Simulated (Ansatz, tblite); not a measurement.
Isomers of Zn₅Te₄ (singlet), found by a short tight-binding search and relaxed with PBE-D4/def2-SVP in Ansatz.

In the def2 sets Te takes a core potential; there is no spin–orbit coupling. The xTB rows come from tblite.

Other spin states were run for one of them alone.

A:

```xyz
9

Zn   -1.717   -0.690   -1.122
Zn    1.431    1.969    1.236
Zn    0.081    1.846   -0.761
Zn   -1.196    0.557    1.868
Zn    0.511   -1.678    0.552
Te   -1.690   -2.834    0.211
Te    1.885   -0.196   -1.256
Te    2.711   -0.546    1.434
Te   -2.016    1.572   -2.161
```

B:

```tsv
atom	x (Å)	y (Å)	z (Å)
Zn1	-0.834	-2.325	-1.337
Zn2	-2.022	-0.168	0.290
Zn3	1.656	-0.833	-0.748
Zn4	1.465	3.855	1.859
Zn5	0.541	1.559	0.929
Te6	-2.467	-2.613	0.515
Te7	-1.666	2.273	-0.027
Te8	0.936	-1.705	-2.971
Te9	2.391	-0.044	1.491
```

Problem. Estimate their order by electronic energy at PBE0-D4/def2-SVP, counted from the lowest.

Solution. B (0.0) < A (26.4), in kcal/mol.

Problem. Do the other levels pick the same lowest one?

Solution. Not GFN1-xTB, GFN2-xTB. Energies above each level's lowest (kcal/mol):

```json
{"level": "GFN1-xTB", "A": "0.0", "B": "5.4"}
{"level": "GFN2-xTB", "A": "0.0", "B": "3.5"}
{"level": "PBE-D4/def2-SVP", "A": "20.4", "B": "0.0"}
{"level": "r2SCAN-D4/def2-SVP", "A": "30.1", "B": "0.0"}
{"level": "PBE0-D4/def2-SVP", "A": "26.4", "B": "0.0"}
```
Point groups (tolerance 0.1 Å): A not assigned, B not assigned. Lower isomers may exist.
